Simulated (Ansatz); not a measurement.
Ansatz (a quantum-chemistry and plane-wave program) input (B3LYP-D3(BJ)/def2-TZVP):

Ansatz 0.2 input:
```yaml
crystal:
  periodic: [false, false, false]
  atoms:
    - {symbol: C, position_ang: [1.52204295, 0.76409418, 0.86245267]}
    - {symbol: C, position_ang: [0.51721036, 0.35322107, 0.22065803]}
    - {symbol: C, position_ang: [-0.50093923, -0.30584376, -0.24178175]}
    - {symbol: O, position_ang: [-1.42985533, -0.80778308, -0.74058882]}
    - {symbol: H, position_ang: [2.20895817, 1.59343571, 0.87673686]}
basis:
  gaussian:
    orbitals: def2-TZVP
hamiltonian:
  xc: b3lyp
  dispersion: d3bj
magnetization: {spin_polarized: true, initial_magnetization: 1}
phonons: {temperatures: {t_min: 298.15, t_max: 298.15, t_step: 100}}
```

Output:

```
Functional definition: B3LYP
integrals: 0.03 GiB planned
735 factors; their error is unknown
mean field: 0.46 GiB planned
mean field evaluation 1: about -5167.5200 eV, gradient 3.4e1 eV
mean field evaluation 2: about -5165.3562 eV, gradient 4.1e1 eV
mean field evaluation 4: about -5172.3452 eV, gradient 5.0e0 eV
mean field evaluation 8: about -5172.4811 eV, gradient 1.6e-1 eV
mean field evaluation 16: about -5172.4924 eV, gradient 1.2e-3 eV
mean field -5172.49242930 eV, -190.0855907354 hartree, gradient 2.3e-5 eV, S^2 0.763263; 1 other end points of the search recorded, 0 dependent functions left out
the calculation of the forces begins
reference -5172.49264274 eV, -190.0855985792 hartree; 14, 13 occupied and 116, 117 virtual orbitals, 735 factors
these checks for a lower state are left out or cut short: stability, starts, cluster_reference, orbital_swaps, neighbouring_geometries, increment
integrals: 0.03 GiB planned
735 factors; their error is unknown
mean field: 0.46 GiB planned
mean field evaluation 32: about -5172.4921 eV, gradient 2.4e-1 eV
mean field -5172.49224747 eV, -190.0855840535 hartree, gradient 2.1e-6 eV, S^2 0.763302; 0 other end points of the search recorded, 0 dependent functions left out
the calculation of the forces begins
reference -5172.49246096 eV, -190.0855918990 hartree; 14, 13 occupied and 116, 117 virtual orbitals, 735 factors
these checks for a lower state are left out or cut short: stability, starts, cluster_reference, orbital_swaps, neighbouring_geometries, increment
integrals: 0.03 GiB planned
735 factors; their error is unknown
mean field: 0.46 GiB planned
mean field -5172.49218818 eV, -190.0855818744 hartree, gradient 2.3e-6 eV, S^2 0.763223; 0 other end points of the search recorded, 0 dependent functions left out
the calculation of the forces begins
reference -5172.49240158 eV, -190.0855897166 hartree; 14, 13 occupied and 116, 117 virtual orbitals, 735 factors
these checks for a lower state are left out or cut short: stability, starts, cluster_reference, orbital_swaps, neighbouring_geometries, increment
integrals: 0.03 GiB planned
735 factors; their error is unknown
mean field: 0.46 GiB planned
mean field -5172.49237474 eV, -190.0855887306 hartree, gradient 1.4e-6 eV, S^2 0.763281; 0 other end points of the search recorded, 0 dependent functions left out
the calculation of the forces begins
reference -5172.49258815 eV, -190.0855965733 hartree; 14, 13 occupied and 116, 117 virtual orbitals, 735 factors
these checks for a lower state are left out or cut short: stability, starts, cluster_reference, orbital_swaps, neighbouring_geometries, increment
integrals: 0.03 GiB planned
735 factors; their error is unknown
mean field: 0.46 GiB planned
mean field -5172.49234950 eV, -190.0855878029 hartree, gradient 1.3e-6 eV, S^2 0.763244; 0 other end points of the search recorded, 0 dependent functions left out
the calculation of the forces begins
reference -5172.49256297 eV, -190.0855956479 hartree; 14, 13 occupied and 116, 117 virtual orbitals, 735 factors
these checks for a lower state are left out or cut short: stability, starts, cluster_reference, orbital_swaps, neighbouring_geometries, increment
integrals: 0.03 GiB planned
735 factors; their error is unknown
mean field: 0.46 GiB planned
mean field evaluation 64: about -5172.4921 eV, gradient 3.3e-3 eV
mean field -5172.49213654 eV, -190.0855799769 hartree, gradient 2.6e-6 eV, S^2 0.763256; 0 other end points of the search recorded, 0 dependent functions left out
the calculation of the forces begins
reference -5172.49235001 eV, -190.0855878215 hartree; 14, 13 occupied and 116, 117 virtual orbitals, 735 factors
these checks for a lower state are left out or cut short: stability, starts, cluster_reference, orbital_swaps, neighbouring_geometries, increment
integrals: 0.03 GiB planned
735 factors; their error is unknown
mean field: 0.46 GiB planned
mean field -5172.49212965 eV, -190.0855797236 hartree, gradient 2.1e-6 eV, S^2 0.763268; 0 other end points of the search recorded, 0 dependent functions left out
the calculation of the forces begins
reference -5172.49234307 eV, -190.0855875667 hartree; 14, 13 occupied and 116, 117 virtual orbitals, 735 factors
these checks for a lower state are left out or cut short: stability, starts, cluster_reference, orbital_swaps, neighbouring_geometries, increment
integrals: 0.03 GiB planned
735 factors; their error is unknown
mean field: 0.46 GiB planned
mean field -5172.49237716 eV, -190.0855888193 hartree, gradient 1.3e-6 eV, S^2 0.763274; 0 other end points of the search recorded, 0 dependent functions left out
the calculation of the forces begins
reference -5172.49259059 eV, -190.0855966628 hartree; 14, 13 occupied and 116, 117 virtual orbitals, 735 factors
these checks for a lower state are left out or cut short: stability, starts, cluster_reference, orbital_swaps, neighbouring_geometries, increment
integrals: 0.03 GiB planned
735 factors; their error is unknown
mean field: 0.46 GiB planned
mean field -5172.49237186 eV, -190.0855886246 hartree, gradient 1.3e-6 eV, S^2 0.763251; 0 other end points of the search recorded, 0 dependent functions left out
the calculation of the forces begins
reference -5172.49258531 eV, -190.0855964688 hartree; 14, 13 occupied and 116, 117 virtual orbitals, 735 factors
these checks for a lower state are left out or cut short: stability, starts, cluster_reference, orbital_swaps, neighbouring_geometries, increment
integrals: 0.03 GiB planned
735 factors; their error is unknown
mean field: 0.46 GiB planned
mean field evaluation 96: about -5172.4921 eV, gradient 2.0e-6 eV
mean field -5172.49205160 eV, -190.0855768552 hartree, gradient 2.0e-6 eV, S^2 0.763289; 0 other end points of the search recorded, 0 dependent functions left out
the calculation of the forces begins
reference -5172.49226499 eV, -190.0855846973 hartree; 14, 13 occupied and 116, 117 virtual orbitals, 735 factors
these checks for a lower state are left out or cut short: stability, starts, cluster_reference, orbital_swaps, neighbouring_geometries, increment
integrals: 0.03 GiB planned
735 factors; their error is unknown
mean field: 0.46 GiB planned
mean field -5172.49209660 eV, -190.0855785091 hartree, gradient 2.6e-6 eV, S^2 0.763235; 0 other end points of the search recorded, 0 dependent functions left out
the calculation of the forces begins
reference -5172.49231009 eV, -190.0855863546 hartree; 14, 13 occupied and 116, 117 virtual orbitals, 735 factors
these checks for a lower state are left out or cut short: stability, starts, cluster_reference, orbital_swaps, neighbouring_geometries, increment
integrals: 0.03 GiB planned
735 factors; their error is unknown
mean field: 0.46 GiB planned
mean field -5172.49233926 eV, -190.0855874266 hartree, gradient 3.0e-6 eV, S^2 0.763252; 0 other end points of the search recorded, 0 dependent functions left out
the calculation of the forces begins
reference -5172.49255270 eV, -190.0855952702 hartree; 14, 13 occupied and 116, 117 virtual orbitals, 735 factors
these checks for a lower state are left out or cut short: stability, starts, cluster_reference, orbital_swaps, neighbouring_geometries, increment
integrals: 0.03 GiB planned
735 factors; their error is unknown
mean field: 0.46 GiB planned
mean field -5172.49235619 eV, -190.0855880486 hartree, gradient 3.0e-6 eV, S^2 0.763273; 0 other end points of the search recorded, 0 dependent functions left out
the calculation of the forces begins
reference -5172.49256963 eV, -190.0855958925 hartree; 14, 13 occupied and 116, 117 virtual orbitals, 735 factors
these checks for a lower state are left out or cut short: stability, starts, cluster_reference, orbital_swaps, neighbouring_geometries, increment
integrals: 0.03 GiB planned
735 factors; their error is unknown
mean field: 0.46 GiB planned
mean field -5172.49218029 eV, -190.0855815846 hartree, gradient 2.0e-6 eV, S^2 0.763197; 0 other end points of the search recorded, 0 dependent functions left out
the calculation of the forces begins
reference -5172.49239373 eV, -190.0855894284 hartree; 14, 13 occupied and 116, 117 virtual orbitals, 735 factors
these checks for a lower state are left out or cut short: stability, starts, cluster_reference, orbital_swaps, neighbouring_geometries, increment
integrals: 0.03 GiB planned
735 factors; their error is unknown
mean field: 0.46 GiB planned
mean field evaluation 128: about -5172.4789 eV, gradient 3.1e-1 eV
mean field -5172.49222105 eV, -190.0855830825 hartree, gradient 2.5e-6 eV, S^2 0.763328; 0 other end points of the search recorded, 0 dependent functions left out
the calculation of the forces begins
reference -5172.49243449 eV, -190.0855909263 hartree; 14, 13 occupied and 116, 117 virtual orbitals, 735 factors
these checks for a lower state are left out or cut short: stability, starts, cluster_reference, orbital_swaps, neighbouring_geometries, increment
integrals: 0.03 GiB planned
735 factors; their error is unknown
mean field: 0.46 GiB planned
mean field -5172.49237587 eV, -190.0855887720 hartree, gradient 2.6e-6 eV, S^2 0.763245; 0 other end points of the search recorded, 0 dependent functions left out
the calculation of the forces begins
reference -5172.49258932 eV, -190.0855966160 hartree; 14, 13 occupied and 116, 117 virtual orbitals, 735 factors
these checks for a lower state are left out or cut short: stability, starts, cluster_reference, orbital_swaps, neighbouring_geometries, increment
integrals: 0.03 GiB planned
735 factors; their error is unknown
mean field: 0.46 GiB planned
mean field -5172.49239601 eV, -190.0855895122 hartree, gradient 2.7e-6 eV, S^2 0.763280; 0 other end points of the search recorded, 0 dependent functions left out
the calculation of the forces begins
reference -5172.49260945 eV, -190.0855973558 hartree; 14, 13 occupied and 116, 117 virtual orbitals, 735 factors
these checks for a lower state are left out or cut short: stability, starts, cluster_reference, orbital_swaps, neighbouring_geometries, increment
integrals: 0.03 GiB planned
735 factors; their error is unknown
mean field: 0.46 GiB planned
mean field -5172.49240790 eV, -190.0855899489 hartree, gradient 2.8e-6 eV, S^2 0.763268; 0 other end points of the search recorded, 0 dependent functions left out
the calculation of the forces begins
reference -5172.49262132 eV, -190.0855977921 hartree; 14, 13 occupied and 116, 117 virtual orbitals, 735 factors
these checks for a lower state are left out or cut short: stability, starts, cluster_reference, orbital_swaps, neighbouring_geometries, increment
integrals: 0.03 GiB planned
735 factors; their error is unknown
mean field: 0.46 GiB planned
mean field evaluation 160: about -5172.4922 eV, gradient 2.4e-1 eV
mean field -5172.49238803 eV, -190.0855892188 hartree, gradient 1.8e-6 eV, S^2 0.763257; 0 other end points of the search recorded, 0 dependent functions left out
the calculation of the forces begins
reference -5172.49260149 eV, -190.0855970632 hartree; 14, 13 occupied and 116, 117 virtual orbitals, 735 factors
these checks for a lower state are left out or cut short: stability, starts, cluster_reference, orbital_swaps, neighbouring_geometries, increment
integrals: 0.03 GiB planned
735 factors; their error is unknown
mean field: 0.46 GiB planned
mean field -5172.49238924 eV, -190.0855892632 hartree, gradient 1.2e-6 eV, S^2 0.763261; 0 other end points of the search recorded, 0 dependent functions left out
the calculation of the forces begins
reference -5172.49260272 eV, -190.0855971085 hartree; 14, 13 occupied and 116, 117 virtual orbitals, 735 factors
these checks for a lower state are left out or cut short: stability, starts, cluster_reference, orbital_swaps, neighbouring_geometries, increment
integrals: 0.03 GiB planned
735 factors; their error is unknown
mean field: 0.46 GiB planned
mean field -5172.49238275 eV, -190.0855890250 hartree, gradient 1.3e-6 eV, S^2 0.763264; 0 other end points of the search recorded, 0 dependent functions left out
the calculation of the forces begins
reference -5172.49259616 eV, -190.0855968674 hartree; 14, 13 occupied and 116, 117 virtual orbitals, 735 factors
Total energy: -5172.62048960 eV, -190.0902968646 hartree
Atom 0 at     1.522043     0.764094     0.862453 Å, force     0.000749     0.000829     0.000074 eV/Å
Atom 1 at     0.517210     0.353221     0.220658 Å, force    -0.000207     0.000370    -0.000485 eV/Å
Atom 2 at    -0.500939    -0.305844    -0.241782 Å, force    -0.000694     0.000503    -0.001052 eV/Å
Atom 3 at    -1.429855    -0.807783    -0.740589 Å, force     0.001686     0.000147     0.001497 eV/Å
Atom 4 at     2.208958     1.593436     0.876737 Å, force    -0.001534    -0.001849    -0.000034 eV/Å
Dipole moment:     0.242827     0.237308     0.048285 e Å
Vibrations: 229.04 243.14 303.33 642.97 668.52 967.36 1828.59 2259.16 3263.61 cm⁻¹, zero-point energy 0.645073 eV
```

It need not be the lowest isomer of its formula.
